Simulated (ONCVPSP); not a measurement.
Ranking ONCV potentials for Lu (Z = 71)

All share these settings but for the change named:

- Element: Lu
- Generator: ONCVPSP 4.0.1
- Type: optimised norm-conserving Vanderbilt (ONCV)
- Functional: LDA (Perdew-Zunger)
- Relativity: scalar-relativistic
- Frozen core: [Kr] 4d10 4f14
- Valence charge: 11
- Reference configuration: 5s2 5p6 5d1 6s1.5 6p0.5
- Partial waves: 5s+6s: rc 2.25 bohr, ncon 4, nbas 7, qcut 4.4 1/bohr, 2 projectors; 5p+6p: rc 2.70 bohr, ncon 4, nbas 7, qcut 5.4 1/bohr, 2 projectors; 5d: rc 2.35 bohr, ncon 3, nbas 7, qcut 4.2 1/bohr, 2 projectors, debl 2.4 Ha
- Local potential: polynomial inside 1.50 bohr (lpopt 5, dvloc0 0 Ha)
- Core correction: Teter function, fcfact 1.5, rcfact 1.4

Test errors are all-electron minus pseudo excitation energies from the reference, over 5s2 5p6 5d1 6s2 6p0; 5s2 5p6 5d1 6s1 6p0; 5s2 5p6 5d1 6s0 6p0; 5s2 5p6 5d2 6s1 6p0. None of these files shows a bound ghost.

The base gives 6.6 meV.

Of 9 variants that were run, those that failed, showed a ghost or another fault, or gave nearly equal values are left out.

(1) Rank these variants by their largest absolute test error, smallest first.
A. all radii but the core radius scaled by about 1.14 (s 2.56, p 3.08, d 2.68 bohr); local potential polynomial inside 1.70 bohr (lpopt 5, dvloc0 0 Ha)
B. all radii but the core radius scaled by about 1.09 (s 2.46, p 2.94, d 2.56 bohr); local potential polynomial inside 1.64 bohr (lpopt 5, dvloc0 0 Ha)
C. all radii but the core radius scaled by about 1.22 (s 2.74, p 3.28, d 2.86 bohr); local potential polynomial inside 1.82 bohr (lpopt 5, dvloc0 0 Ha)

Results:

(1) C (1.3 meV), A (3.1 meV), B (4.8 meV).
